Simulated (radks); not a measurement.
Values are calculated unless marked as measured or tabulated.
Problem. Radial electron density D(r) = 4 pi r^2 rho(r) of an atom or ion with 52 electrons. Level of theory: scalar-relativistic Kohn-Sham, BLYP, spin-polarised, spherical densities, finite nucleus; Fermi nuclear charge, rms radius of each element as measured or else 0.836 A^(1/3) + 0.57 fm (a radial shooting solver on a logarithmic mesh with Libxc functionals).

```
   r/bohr * D(r) (the largest magnitude, 92.9, reaches the edge; | marks zero)
 0.001724 |  *
 0.002007 |   *
 0.002355 |     *
 0.002764 |      *
 0.003217 |        *
 0.003776 |          *
 0.004431 |             *
 0.005158 |                *
 0.006053 |                    *
 0.007103 |                        *
 0.008269 |                            *
 0.009704 |                                *
  0.01139 |                                    *
  0.01326 |                                       *
  0.01556 |                                         *
  0.01826 |                                          *
  0.02125 |                                         *
  0.02494 |                                       *
  0.02927 |                                     *
  0.03407 |                                    *
  0.03999 |                                     *
  0.04693 |                                        *
  0.05463 |                                             *
  0.06411 |                                                  *
  0.07523 |                                                      *
  0.08758 |                                                      *
   0.1028 |                                                  *
   0.1206 |                                            *
   0.1404 |                                       *
   0.1648 |                                       *
   0.1934 |                                           *
   0.2251 |                                              *
   0.2642 |                                           *
     0.31 |                                  *
   0.3609 |                        *
   0.4235 |                *
    0.497 |               *
   0.5786 |                 *
    0.679 |                 *
   0.7968 |               *
   0.9276 |          *
    1.089 |      *
    1.277 |    *
    1.487 |  *
    1.745 |  *
    2.048 | *
    2.384 |*
    2.798 *
    3.283 *
    3.822 *
    4.485 *
    5.263 *
    6.128 *
    7.191 *
    8.438 *
    9.824 *
    11.53 *
    13.53 *
```

What is the nuclear charge?

Solution. Z = 55. The innermost maximum, from 1s, lies near gamma/Z bohr with gamma = sqrt(1 - (Z/c)^2) = 0.916, here 0.0167 bohr (found: 0.0183), and its height grows with Z. The density is that of the caesium ion Cs3+ in [Kr] 4d10 5s2 5p3 7s1; the configuration itself is not fixed sharply by these data, and Z only to a few units. D(r) has 5 maxima, at r = 0.0183, 0.0808, 0.231, 0.652, 6.18 bohr, and minima at 0.0355, 0.152, 0.477, 4.17 bohr, inside which lie 1.98, 11.21, 28.98, 51.14 electrons.
